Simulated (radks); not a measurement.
Neutral fluorine inside a hard spherical wall (all orbitals vanish at R), configuration held at [He] 2s2 2p5 and not refilled when levels cross. Calculated with a radial shooting solver on a logarithmic mesh with Libxc functionals: scalar-relativistic Kohn-Sham, PBEsol, spin-unpolarised, spherical densities, finite nucleus; Fermi nuclear charge, rms radius 2.8976 fm. Eigenvalues in eV, with the zero of energy where the potential of the charges vanishes at infinity; a dash marks a level that is unbound or too diffuse for the functional's potential to be trusted. A positive occupied level is held by the wall or, in an anion where self-interaction has pushed it up, behind a barrier. The pressure on the wall is -dE/dV.

| R (bohr) | E (hartree) | kinetic (hartree) | e(1s) | e(2s) | e(2p) | e(3s, empty) | e(3p, empty) | pressure (GPa) |
|---|---|---|---|---|---|---|---|---|
| free | -99.44794 | 99.327 | -661.16 | -29.721 | -11.052 | - | - | 0 |
| 20 | -99.44794 | 99.327 | -661.16 | -29.721 | -11.052 | - | - | < 0.0001 |
| 12 | -99.44794 | 99.327 | -661.16 | -29.721 | -11.052 | - | - | < 0.0001 |
| 10 | -99.44794 | 99.327 | -661.16 | -29.720 | -11.052 | 0.377 | 1.955 | < 0.0001 |
| 7 | -99.44784 | 99.328 | -661.15 | -29.711 | -11.042 | 1.662 | 4.253 | 0.00807 |
| 4 | -99.42431 | 99.482 | -659.86 | -28.833 | -10.087 | 12.056 | 17.693 | 6.64 |
| 3.5 | -99.38515 | 99.697 | -658.41 | -27.891 | -9.023 | 18.786 | 25.188 | 23.9 |
| 3 | -99.27344 | 100.242 | -655.24 | -25.878 | -6.714 | 31.048 | 37.943 | 95.4 |
| 2.5 | -98.93160 | 101.691 | -648.14 | -21.302 | -1.481 | 55.400 | 61.603 | 434 |
| 2 | -97.78791 | 105.723 | -631.85 | -9.846 | 11.148 | 109.44 | 110.70 | 2370 |
